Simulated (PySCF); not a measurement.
# TbP from Hartree–Fock to correlated methods

State: septet, about 8.1 electrons in the 4f shell (Mulliken), real f orbitals that mix terms. Set-up: PySCF, spin-free X2C with a Gaussian nucleus, basis sets Tb x2c-TZVPall, P x2c-TZVPall. De refers to Tb (4f9 6s2) + P in their high-spin ground configurations, without counterpoise correction. The functionals are run spin-unrestricted. A positive dipole means Tb(−)P(+). Levels whose curve was spin-contaminated or gave no clean fit are not listed.

```tsv
Level	Re (Å)	ωe (cm⁻¹)	De (eV)	μ (D)
ROHF	2.332	457	n/a	-9.18
ROHF-MP2	2.329	435	n/a	n/a
ROHF-SCS-MP2	2.342	428	n/a	n/a
PBE	2.345	375	2.86	-6.55
r²SCAN	2.309	416	3.08	-6.72
PBE0	2.305	437	2.84	-6.90
MN15	2.286	438	2.19	-6.86
ωB97X	2.280	462	2.03	-8.09
```

Task: What does a quarter of exact exchange do here, going from PBE to PBE0?

Result: PBE0 less PBE: -4.0 pm in Re, +16.5 % in ωe, -0.02 eV in De. Exact exchange removes part of the self-interaction that spreads semilocal densities, and in most molecules shortens and stiffens the bond and lowers De; so it does here.

Correlated steps freeze 23 core orbitals. Spin–orbit coupling is left out, which matters for elements this heavy, above all for dissociation energies. UHF is strongly spin-contaminated for TbP, so the ROHF reference used there is far from stable. The state is the lowest single determinant that the PBE0 search found; with open d or f shells the true ground state can be another one.

The whole job (state search and all levels along the bond) took about 22 min on 4 threads of Arm Neoverse V1 (shared host), peak memory 8.9 GiB.
